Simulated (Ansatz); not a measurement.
Start from `BN=C` and change one atom or group to get `C=[N][GeH3]`.

Ansatz, PBE0-D4/def2-TZVP geometries, multiplicity 1. 

Scalar relativity is left out up to krypton.

```csv
property,`BN=C`
HOMO energy (ωB97M-V/def2-TZVPP) / eV,-10.24
HOMO–LUMO gap (ωB97M-V/def2-TZVPP) / eV,11.52
zero-point energy (PBE0-D4/def2-TZVP) / kJ/mol,134.9
"ideal-gas entropy at 298 K and 1 bar (rigid rotor, harmonic PBE0-D4/def2-TZVP) / J/(mol·K)",254
HOMO energy (PBE/def2-TZVPP) / eV,-6.64
HOMO–LUMO gap (PBE0/def2-TZVPP) / eV,7.01
```

Give the same properties after the change, and the shifts. (Estimate.)

The calculation gave: 
```
                                                                                  property  `C=[N][GeH3]`  shift
                                                     HOMO energy (ωB97M-V/def2-TZVPP) / eV          -9.39   0.85
                                                   HOMO–LUMO gap (ωB97M-V/def2-TZVPP) / eV          10.97  -0.55
                                            zero-point energy (PBE0-D4/def2-TZVP) / kJ/mol          140.3    5.4
ideal-gas entropy at 298 K and 1 bar (rigid rotor, harmonic PBE0-D4/def2-TZVP) / J/(mol·K)            295     41
                                                         HOMO energy (PBE/def2-TZVPP) / eV          -5.74   0.90
                                                      HOMO–LUMO gap (PBE0/def2-TZVPP) / eV           6.42  -0.59
```

With PBE0 the HOMO rises by 0.82 eV and the LUMO rises by 0.23 eV, so the gap narrows by about 0.59 eV. PBE moves the HOMO by 0.90 eV and ωB97M-V by 0.85 eV. The zero-point energy changes by 5.4 kJ/mol with +3 modes.
